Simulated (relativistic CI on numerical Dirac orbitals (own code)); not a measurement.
## One change at a time: Pt¹⁴⁺

Base calculation: Dirac-Coulomb-Breit CI, separate exchange-only KLI orbitals for each configuration, model QED, unscaled Slater integrals.

Configurations in the expansion (outside the closed core [Kr] 4d10): 4f14.5s2.5p2, 4f14.5s.5p3, 4f13.5s2.5p3, 4f14.5s2.5p.5d, 4f14.5s.5p2.5d, 4f14.5s2.5p.5f, 4f13.5s2.5p2.5d, 4f14.5s2.5p.5g, 4f14.5s.5p2.5f, 4f14.5s2.5p.6s, 4f14.5p4, 4f13.5p5, 4f13.5p4.5d, 4f14.5s2.5d2, 4f14.5s.5d3, 4f13.5s2.5d3. Double excitations out of closed p, d and f shells are left out; levels of such configurations are missing from the list, as are those of other unlisted configurations, and high levels can miss mixing partners. Some configurations lack a partner that the ground configuration has and come out too high, among them 4f14.5s.5p2.5f.

Variants: (1) valence Slater integrals scaled by 0.9; (2) only the first 3 configurations. Shifts of the energy above 4f14.5s2.5p2 3P_0, in cm⁻¹, for the lowest level and the first level of each name with at least 55 % of one term (blank where a level changes its place among those of its configuration and J or its character, or is not in the variant):

```tsv
Level	Base	Δ(1)	Δ(2)
4f14.5s2.5p2 3P_0	0	0	0
4f14.5s2.5p2 3P_1	139228	+1806	+453
4f14.5s2.5p2 1D_2	154183	+517	+1462
4f14.5s2.5p2 3P_2	305371	+1408	+3510
4f14.5s2.5p2 1S_0	340358	-2030	+5848
4f13.5s2.5p3 3D_1	396695	+407	-9667
4f13.5s2.5p3 3H_6	543853	-1583	-11622
4f13.5s2.5p3 1P_1	545147	-1430	-11474
4f13.5s2.5p3 1D_2	550281	-1879	-11359
4f13.5s2.5p3 3P_1	577100	-2292	-11446
4f13.5s2.5p3 3P_0	578917	-2476	-11455
4f14.5s.5p3 3D°_3	601031	+3605	+8399
4f14.5s.5p3 3P°_0	633616	+66	-657
4f14.5s2.5p.5d 3F°_3	690650	-335
```

At this charge transitions that keep the count of f electrons are usually good to a few per cent. Levels and lines within the n = 5 or 6 shells can be off by up to 10 % or somewhat more, and those that change n by about 2 %, since core polarisation is missing. Levels that differ in their count of f electrons can be misplaced by several ten thousand cm⁻¹, since the correlation energy of f electrons is missing or only estimated; rates across such gaps can be off by orders of magnitude.

Ionisation energy from one configuration of each of the two ions, the ground ones as tabulated or assumed: base 325.609 eV. The NIST ASD value (theoretical) is 332 ± 16 eV.

LS names give the leading component of a level, which can be under half, so a name can repeat, a term be missing and a line seem to break the LS rules.
